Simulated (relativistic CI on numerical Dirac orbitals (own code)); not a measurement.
Method of calculation: Dirac-Coulomb-Breit CI, separate exchange-only KLI orbitals for each configuration, QED by a radiative potential, unscaled Slater integrals (own radial code, finite nucleus).

The strongest absorption lines from the ground level of an ion, among the configurations computed and to levels below about 800 eV (vacuum wavelength in nm, gf): 2.1572 (0.14), 2.1638 (0.027), 2.7385 (0.0058), 2.7942 (0.0028), 2.9744 (0.34), 2.9934 (0.15), 19.460 (0.66), 29.435 (0.0098).

(1) Which ion is it?
A. Ni16+
B. Kr24+
C. Ge20+
D. Zn18+

Answers

(1) C. Ge20+ has 12 electrons and the ground level 3s2 1S_0; the strongest line goes to 3s.3p 1P°_1. The pattern of lines fixes the number of electrons, and along that sequence the line energies rise steadily with the charge (about as its square where n changes within one kind of shell, about linearly where n is kept but much faster in heavy ions where fine structure, which grows about as Z⁴, sets the gap, and irregularly where shells cross), which fixes Z. Configurations outside the model, such as inner-shell arrays, can give stronger lines. At this charge energies of transitions that change n are usually good to better than 1 %, and those within a shell (Δn = 0) to a few per cent.

LS names give the leading component of a level, which can be under half, so a name can repeat, a term be missing and a line seem to break the LS rules.
